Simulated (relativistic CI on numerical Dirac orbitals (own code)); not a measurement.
# What each ingredient does to the levels of Mn XVI

Base calculation: Dirac-Coulomb-Breit CI, orbitals from a KLI potential per configuration, model QED (radiative potential, 1s self-energy scaled to tabulated hydrogen-like ionisation energies), unscaled Slater integrals.

Configurations in the expansion (outside the closed core 1s2): 2s²2p⁶, 2s²2p⁵3s, 2s²2p⁵3p, 2s²2p⁵3d, 2s2p⁶3s, 2s2p⁶3p, 2s2p⁶3d, 2s²2p⁵4s, 2s²2p⁵4p, 2s²2p⁵4d, 2s²2p⁵4f, 2s²2p⁴3s², 2s2p⁶4s, 2s2p⁶4p, 2s²2p⁴3s3p, 2s2p⁶4d. Levels of other configurations are missing.

Variants: (1) valence Slater integrals scaled by 0.9; (2) non-relativistic limit. Shifts of the energy above 2s²2p⁶ ¹S0, in eV, for the lowest level and the first level of each name with at least 55 % of one term (blank where a level changes its place among those of its configuration and J or its character, or is not in the variant):

```
        Level     Base    Δ(1)    Δ(2)
   2s²2p⁶ ¹S0    0.000   0.000   0.000
2s²2p⁵3s ³P°2  651.929  +0.130  +4.262
2s²2p⁵3s ³P°0  662.468  +0.135  -6.277
 2s²2p⁵3p ³S1  680.162  +0.662  +0.752
 2s²2p⁵3p ³D2  683.838  +0.082  +2.533
 2s²2p⁵3p ³D3  684.996  +0.182  +1.376
 2s²2p⁵3p ³P2  687.821  -0.105        
 2s²2p⁵3p ³P0  692.617  -0.220  -3.293
 2s²2p⁵3p ³D1  693.918  +0.092        
 2s²2p⁵3p ³P1  696.662  +0.015        
 2s²2p⁵3p ¹S0  711.865  -2.123  -2.507
2s²2p⁵3d ³P°0  723.442  +0.486  +1.137
2s²2p⁵3d ³P°1  724.306  +0.433  +0.274
2s²2p⁵3d ³P°2  725.973  +0.315  -1.393
2s²2p⁵3d ³F°4  726.209  +0.203  +0.935
2s²2p⁵3d ³F°3  727.025  +0.101  +0.119
2s²2p⁵3d ³D°3  729.620  -0.131        
2s²2p⁵3d ³D°1  733.853  -0.343  -2.949
2s²2p⁵3d ³F°2  737.579  +0.061        
2s²2p⁵3d ¹P°1  746.342  -1.059  -4.418
  2s2p⁶3s ³S1  780.296  -0.022  -8.663
  2s2p⁶3s ¹S0  786.394  -0.525  -8.870
```

At this charge energies of transitions that change n are usually good to better than 1 %, and those within a shell (Δn = 0) to a few per cent.

Ionisation energy from the two ground configurations alone: base 1131.51 eV. The NIST ASD value (semi-empirical) is 1133.7 eV.

LS names give the leading component of a level, which can be under half, so a name can repeat, a term be missing and a line seem to break the LS rules.
